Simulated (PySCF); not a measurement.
Isomers of C12H8, from PBE0-D3(BJ)/def2-SVP geometry optimisation, gas phase in PySCF 2.14.0. One conformer each, no zero-point energy, no frequencies.

Problem. Which isomer lies lowest at this level?
A. biphenylene (`c1cc2c(cc1)-c1c-2cccc1`): A = 2815, B = 673.4, C = 543.4 MHz, dipole 0.00 D
B. acenaphthylene, `C1=Cc2cccc3cccc1c23`: A = 1514, B = 1222, C = 676.1 MHz, dipole 0.37 D
C. `C1=C/C(c2c1cccc2)=C/C#C`: A = 1602, B = 827.8, C = 545.8 MHz, dipole 0.18 D

Solution. B. That is acenaphthylene, `C1=Cc2cccc3cccc1c23`, 37.4 kcal/mol below the next.

```
                SMILES                                                                      mapped SMILES      E (Eh)  relative (kcal/mol)  relative (kJ/mol)  dipole (D)
   C1=Cc2cccc3cccc1c23     [CH:1]1=[CH:2][c:3]2[cH:4][cH:5][cH:6][c:7]3[cH:8][cH:9][cH:10][c:11]1[c:12]23  -461.24066                  0.0                0.0        0.37
c1ccc2c(c1)-c1ccccc1-2  [cH:1]1[cH:2][cH:3][c:4]2[c:5]([cH:6]1)-[c:7]1[cH:8][cH:9][cH:10][cH:11][c:12]1-2  -461.18110                 37.4              156.4        0.00
 C#C/C=C1/C=Cc2ccccc21   [CH:1]#[C:2]/[CH:3]=[C:4]1/[CH:5]=[CH:6][c:7]2[cH:8][cH:9][cH:10][cH:11][c:12]21  -461.14317                 61.2              256.0        0.18
```

As drawn, the highest has a C≡C bond, which the lowest lacks.
